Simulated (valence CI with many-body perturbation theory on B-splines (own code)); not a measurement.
## Level structure of Nd⁴⁵⁺

Computed by valence CI with perturbative core correlation (CI+MBPT): five valence electrons over a frozen Dirac-Fock core [Ne], radial functions for each j: 9 s, 9 p, 8 d, 6 f, 3 g, 1 h, with the one-electron correlation potential Σ1 (screened to all orders), the two-electron term Σ2, the three-electron term Σ3, Breit, model QED; selected single and double excitations, second order for the rest (own B-spline code, finite nucleus).

The last digits are not significant, and no measured levels were compared; by estimate large intervals hold to a few tenths of a per cent, small ones and those within an open d or f shell to about a per cent. Among the levels kept, up to 500 cm⁻¹ of a level comes from second order outside the variational space, and about a tenth of that is noise between levels of different J, which matters for small intervals.

Levels 1 to 45 of 51, with energies above the lowest level, (3s^2 3p1/2^2 3p3/2) J=3/2. "Leading %" is the weight of the configuration and term that name the level; weights of strongly mixed levels are sums over their largest components and can fall short. In the jj column 3d3/2^4 stands for four electrons in 3d with j = 3/2.

| No. | Configuration | Term | J | E (× 10³ cm⁻¹) | Leading % | g | Leading jj |
| --- | --- | --- | --- | --- | --- | --- | --- |
| 1 | 3s²3p³ | ²P° | 3/2 | 0.00 | 46 | 1.372 | 3s^2 3p1/2^2 3p3/2 (98 %) |
| 2 | 3s²3p³ | ⁴S° | 3/2 | 974.85 | 54 | 1.447 | 3s^2 3p1/2 3p3/2^2 (98 %) |
| 3 | 3s²3p³ | ²D° | 5/2 | 1050.1 | 99 | 1.192 | 3s^2 3p1/2 3p3/2^2 (99 %) |
| 4 | 3s²3p³ | ²P° | 1/2 | 1143.6 | 98 | 0.655 | 3s^2 3p1/2 3p3/2^2 (98 %) |
| 5 | 3s²3p²3d | ²D | 3/2 | 1409.7 | 37 | 0.780 | 3s^2 3p1/2^2 3d3/2 (97 %) |
| 6 | 3s²3p²3d | ²D | 5/2 | 1708.3 | 26 | 1.234 | 3s^2 3p1/2^2 3d5/2 (88 %) |
| 7 | 3s3p⁴ | ⁴P | 5/2 | 2003.5 | 63 | 1.440 | 3s 3p1/2^2 3p3/2^2 (83 %) |
| 8 | 3s²3p³ | ²P° | 3/2 | 2129.7 | 52 | 1.292 | 3s^2 3p3/2^3 (98 %) |
| 9 | 3s3p⁴ | ²S | 1/2 | 2179.6 | 51 | 2.141 | 3s 3p1/2^2 3p3/2^2 (84 %) |
| 10 | 3s3p⁴ | ²P | 3/2 | 2181.4 | 30 | 1.151 | 3s 3p1/2^2 3p3/2^2 (71 %) |
| 11 | 3s²3p²3d | ²F | 5/2 | 2375.5 | 47 | 0.957 | 3s^2 3p1/2 3p3/2 3d3/2 (97 %) |
| 12 | 3s²3p²3d | ⁴F | 3/2 | 2389.1 | 32 | 0.918 | 3s^2 3p1/2 3p3/2 3d3/2 (93 %) |
| 13 | 3s²3p²3d | ⁴D | 1/2 | 2392.0 | 79 | 0.209 | 3s^2 3p1/2 3p3/2 3d3/2 (98 %) |
| 14 | 3s²3p²3d | ²G | 7/2 | 2450.0 | 45 | 1.051 | 3s^2 3p1/2 3p3/2 3d3/2 (94 %) |
| 15 | 3s²3p²3d | ⁴D | 7/2 | 2620.8 | 47 | 1.306 | 3s^2 3p1/2 3p3/2 3d5/2 (99 %) |
| 16 | 3s²3p²3d | ²D | 5/2 | 2628.7 | 30 | 1.208 | 3s^2 3p1/2 3p3/2 3d3/2 (77 %) |
| 17 | 3s²3p²3d | ²P | 3/2 | 2659.7 | 40 | 1.422 | 3s^2 3p1/2 3p3/2 3d5/2 (85 %) |
| 18 | 3s²3p²3d | ²D | 3/2 | 2679.0 | 27 | 1.217 | 3s^2 3p1/2 3p3/2 3d3/2 (77 %) |
| 19 | 3s²3p²3d | ²P | 1/2 | 2681.5 | 39 | 1.670 | 3s^2 3p1/2 3p3/2 3d3/2 (87 %) |
| 20 | 3s²3p²3d | ²D | 5/2 | 2697.6 | 36 | 1.158 | 3s^2 3p1/2 3p3/2 3d5/2 (82 %) |
| 21 | 3s²3p²3d | ²G | 9/2 | 2701.0 | 58 | 1.196 | 3s^2 3p1/2 3p3/2 3d5/2 (98 %) |
| 22 | 3s²3p²3d | ²F | 7/2 | 2849.1 | 50 | 1.103 | 3s^2 3p1/2 3p3/2 3d5/2 (90 %) |
| 23 | 3s²3p²3d | ²D | 5/2 | 2861.7 | 39 | 1.224 | 3s^2 3p1/2 3p3/2 3d5/2 (85 %) |
| 24 | 3s²3p²3d | ²D | 3/2 | 2898.7 | 61 | 0.940 | 3s^2 3p1/2 3p3/2 3d5/2 (90 %) |
| 25 | 3s²3p²3d | ²P | 1/2 | 2915.4 | 48 | 1.287 | 3s^2 3p1/2 3p3/2 3d5/2 (88 %) |
| 26 | 3s3p⁴ | ⁴P | 3/2 | 3082.0 | 53 | 1.393 | 3s 3p1/2 3p3/2^3 (74 %) |
| 27 | 3s3p⁴ | ²D | 5/2 | 3174.5 | 62 | 1.276 | 3s 3p1/2 3p3/2^3 (76 %) |
| 28 | 3s3p⁴ | ²P | 1/2 | 3303.4 | 42 | 1.326 | 3s 3p1/2 3p3/2^3 (68 %) |
| 29 | 3s3p⁴ | ²P | 3/2 | 3312.9 | 44 | 1.147 | 3s 3p1/2 3p3/2^3 (74 %) |
| 30 | 3s3p³3d | ⁴D° | 5/2 | 3363.0 | 28 | 1.298 | 3s 3p1/2^2 3p3/2 3d3/2 (91 %) |
| 31 | 3s3p³3d | ⁶D° | 3/2 | 3376.8 | 31 | 1.325 | 3s 3p1/2^2 3p3/2 3d3/2 (92 %) |
| 32 | 3s3p³3d | ⁴P° | 1/2 | 3385.3 | 41 | 2.552 | 3s 3p1/2^2 3p3/2 3d3/2 (92 %) |
| 33 | 3s3p³3d | ⁶D° | 7/2 | 3414.4 | 25 | 1.313 | 3s 3p1/2^2 3p3/2 3d3/2 (82 %) |
| 34 | 3s3p³3d | ⁴F° | 3/2 | 3527.3 | 26 | 0.988 | 3s 3p1/2^2 3p3/2 3d3/2 (73 %) |
| 35 | 3s3p³3d | ⁴F° | 9/2 | 3612.6 | 43 | 1.380 | 3s 3p1/2^2 3p3/2 3d5/2 (95 %) |
| 36 | 3s3p³3d | ⁴G° | 5/2 | 3626.3 | 26 | 0.870 | 3s 3p1/2^2 3p3/2 3d3/2 (83 %) |
| 37 | 3s²3p²3d | ²D | 5/2 | 3626.4 | 31 | 1.185 | 3s^2 3p3/2^2 3d3/2 (82 %) |
| 38 | 3s²3p²3d | ²F | 7/2 | 3634.8 | 49 | 1.146 | 3s^2 3p3/2^2 3d3/2 (86 %) |
| 39 | 3s²3p²3d | ⁴P | 3/2 | 3639.4 | 24 | 1.183 | 3s^2 3p3/2^2 3d3/2 (77 %) |
| 40 | 3s²3p²3d | ⁴P | 1/2 | 3643.1 | 34 | 1.497 | 3s^2 3p3/2^2 3d3/2 (76 %) |
| 41 | 3s3p³3d | ⁴D° | 1/2 | 3650.7 | 46 | 0.569 | 3s 3p1/2^2 3p3/2 3d3/2 (86 %) |
| 42 | 3s²3p²3d | ²F | 7/2 | 3699.5 | 55 | 1.197 | 3s^2 3p3/2^2 3d5/2 (90 %) |
| 43 | 3s3p³3d | ⁴D° | 5/2 | 3708.9 | 32 | 1.395 | 3s 3p1/2^2 3p3/2 3d5/2 (91 %) |
| 44 | 3s²3p²3d | ⁴F | 9/2 | 3713.3 | 57 | 1.234 | 3s^2 3p3/2^2 3d5/2 (98 %) |
| 45 | 3s²3p²3d | ²P | 1/2 | 3742.4 | 44 | 1.414 | 3s^2 3p3/2^2 3d5/2 (86 %) |

The ionisation energy to 3s²3p² ³P0 of the next ion comes out as 3664.7 eV (NIST: 3662 ± 4 eV (theoretical)). All 51 levels together are meant to be complete up to 3912.5 × 10³ cm⁻¹.
